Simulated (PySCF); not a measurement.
TeBr₂, SMILES Br[Te]Br. Atoms are numbered in the order given.

```xyz
3

Te     0.0000     0.0000     0.9238
Br     0.0000    -1.9564    -0.6862
Br     0.0000     1.9564    -0.6862
```

The structure is a stationary point at B3LYP-D3(BJ)/def2-SVP. The def2 effective core potentials stand for the cores of Te; spin–orbit coupling is left out.

Computed with B3LYP-D3(BJ)/def2-SVP (PySCF).

Frequencies are harmonic and unscaled.

```json
[
 {"mode": "1", "ν (cm⁻¹)": "78", "IR (km/mol)": "0.3", "Raman (Å⁴/amu)": "5.3", "depolarisation": "0.64", "moving atoms (share of kinetic energy)": "Br 80 %, Te 20 %"},
 {"mode": "2", "ν (cm⁻¹)": "246", "IR (km/mol)": "24.9", "Raman (Å⁴/amu)": "6.5", "depolarisation": "0.75", "moving atoms (share of kinetic energy)": "Br 57 %, Te 43 %"},
 {"mode": "3", "ν (cm⁻¹)": "250", "IR (km/mol)": "4.6", "Raman (Å⁴/amu)": "15.5", "depolarisation": "0.12", "moving atoms (share of kinetic energy)": "Br 65 %, Te 35 %"}
]
```
